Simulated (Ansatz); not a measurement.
Z-matrix (Å, degrees):
```
Si
Si 1 2.2452
O 2 1.5261 1 143.79
Si 2 2.2452 3 143.84 1 175.23
Si 1 2.2830 2 108.27 3 -179.07
H 5 1.4822 1 116.14 2 -114.34
H 5 1.4829 6 111.93 1 139.70
```
Charge 0, spin multiplicity 1.

Method: frozen-core CCSD(T)/cc-pVTZ // r2SCAN-D4/def2-TZVP (Ansatz, a first-principles code). The restricted HF reference is unstable towards unrestricted orbitals.

```
Property                         Value
----------------------  --------------
HF energy               -1231.74279 Ha
MP2 correlation energy     -0.70942 Ha
```

Question: Estimate the CCSD correlation energy, the (T) correction, the total energy and the T1 diagnostic.

Answer: 
The CCSD correlation energy is -0.72305 Ha, the (T) correction is -0.05018 Ha and the CCSD(T) total energy comes out as -1232.51602 Ha. The T1 diagnostic comes out as 0.022.
